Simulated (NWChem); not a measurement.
CH6OSi; SMILES C[SiH2]O

```xyz
9

Si     0.4543     0.1230    -0.0137
C     -0.4306    -1.5386    -0.0336
O     -0.5875     1.4291    -0.0872
H      1.3144     0.2606    -1.2150
H      1.3102     0.1895     1.2099
H     -1.0783    -1.6727     0.8412
H      0.3029    -2.3552    -0.0270
H     -1.0492    -1.6499    -0.9312
H     -1.1645     1.5617     0.6773
```
Atoms are numbered in this order, from 1.

Computed with NWChem. Geometry: optimised at B3LYP/6-31G* (spherical d). Atomic charges in e: unrestrained fits to the electrostatic potential beside Mulliken populations; buried atoms are poorly determined by the fit.

Question: Predict the results for B3LYP/def2-SVP. Quantities: ESP Si1; Mulliken Si1; ESP C2; Mulliken C2; ESP O3; Mulliken O3; relative RMS misfit of the potential (%).

Answer: 
* **ESP Si1**: 0.77
* **Mulliken Si1**: 0.61
* **ESP C2**: -0.32
* **Mulliken C2**: -0.26
* **ESP O3**: -0.66
* **Mulliken O3**: -0.41
* **relative RMS misfit of the potential (%)**: 28
